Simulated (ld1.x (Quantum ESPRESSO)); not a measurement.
## B (Z = 5) TM: all-electron and pseudo phase curves

* Element: B
* Generator: ld1.x (Quantum ESPRESSO) 7.5
* Type: norm-conserving Troullier–Martins (Kleinman–Bylander form)
* Functional: LDA (PZ)
* Relativity: non-relativistic
* Frozen core: [He]
* Valence charge: 3
* Reference configuration: 2s2 2p1
* Partial waves: 2p (bound): rc 2.45 bohr; 3d channel at 0.4 Ry: rc 2.10 bohr; 2s (bound): rc 1.60 bohr
* Local potential: the s channel
* Core correction: a·sin(br)/r model core inside 0.70 bohr

The phase is arctan(r·u′/u) with u = r·R(r), unwrapped; energies in Ry, scanned from -3 to 5 Ry. A pole is an energy at which the radial function vanishes at the test radius. The pseudo phase is shifted by a multiple of π to meet the all-electron one at the reference energy, and phase errors are pseudo minus all-electron; the curves can meet again beyond the range given. Levels narrower than the energy grid can be missing from the lists of poles.

Problem. For each channel, where are the poles, and over which energies does the pseudopotential scatter like the atom?

Solution.

```
channel  radius (bohr)  reference energy (Ry)  poles, all-electron  poles, pseudo  unbroken range about the reference energy with phases within 0.05 rad  phase error 1 Ry above the reference energy (rad)
      s           2.64                  -0.69                -0.10          -0.11                                                              below 1.8                                             -0.002
      p           2.64                  -0.27           0.32, 4.91           0.32                                                              below 1.6                                             +0.007
      d           2.64                   0.40                 3.07           3.08                                                        the whole range                                             +0.000
```

Phases in the s channel:

```json
{"E (Ry)": "-3.00", "all-electron": "1.317", "pseudo": "1.317"}
{"E (Ry)": "-2.76", "all-electron": "1.301", "pseudo": "1.301"}
{"E (Ry)": "-2.52", "all-electron": "1.281", "pseudo": "1.281"}
{"E (Ry)": "-2.28", "all-electron": "1.256", "pseudo": "1.256"}
{"E (Ry)": "-2.04", "all-electron": "1.222", "pseudo": "1.221"}
{"E (Ry)": "-1.80", "all-electron": "1.172", "pseudo": "1.172"}
{"E (Ry)": "-1.56", "all-electron": "1.095", "pseudo": "1.094"}
{"E (Ry)": "-1.32", "all-electron": "0.949", "pseudo": "0.949"}
{"E (Ry)": "-1.08", "all-electron": "0.594", "pseudo": "0.593"}
{"E (Ry)": "-0.84", "all-electron": "-0.375", "pseudo": "-0.375"}
{"E (Ry)": "-0.60", "all-electron": "-1.161", "pseudo": "-1.161"}
{"E (Ry)": "-0.36", "all-electron": "-1.436", "pseudo": "-1.437"}
{"E (Ry)": "-0.12", "all-electron": "-1.565", "pseudo": "-1.565"}
{"E (Ry)": "0.12", "all-electron": "-1.644", "pseudo": "-1.645"}
{"E (Ry)": "0.36", "all-electron": "-1.704", "pseudo": "-1.706"}
{"E (Ry)": "0.60", "all-electron": "-1.758", "pseudo": "-1.761"}
{"E (Ry)": "0.84", "all-electron": "-1.813", "pseudo": "-1.818"}
{"E (Ry)": "1.08", "all-electron": "-1.875", "pseudo": "-1.883"}
{"E (Ry)": "1.32", "all-electron": "-1.954", "pseudo": "-1.968"}
{"E (Ry)": "1.56", "all-electron": "-2.066", "pseudo": "-2.091"}
{"E (Ry)": "1.80", "all-electron": "-2.241", "pseudo": "-2.293"}
{"E (Ry)": "2.04", "all-electron": "-2.546", "pseudo": "-2.658"}
{"E (Ry)": "2.28", "all-electron": "-3.063", "pseudo": "-3.250"}
{"E (Ry)": "2.52", "all-electron": "-3.648", "pseudo": "-3.810"}
{"E (Ry)": "2.76", "all-electron": "-4.034", "pseudo": "-4.138"}
{"E (Ry)": "3.00", "all-electron": "-4.250", "pseudo": "-4.318"}
{"E (Ry)": "3.24", "all-electron": "-4.378", "pseudo": "-4.427"}
{"E (Ry)": "3.48", "all-electron": "-4.461", "pseudo": "-4.500"}
{"E (Ry)": "3.72", "all-electron": "-4.520", "pseudo": "-4.553"}
{"E (Ry)": "3.96", "all-electron": "-4.564", "pseudo": "-4.593"}
{"E (Ry)": "4.20", "all-electron": "-4.598", "pseudo": "-4.625"}
{"E (Ry)": "4.44", "all-electron": "-4.626", "pseudo": "-4.652"}
{"E (Ry)": "4.68", "all-electron": "-4.650", "pseudo": "-4.676"}
{"E (Ry)": "4.92", "all-electron": "-4.671", "pseudo": "-4.697"}
```
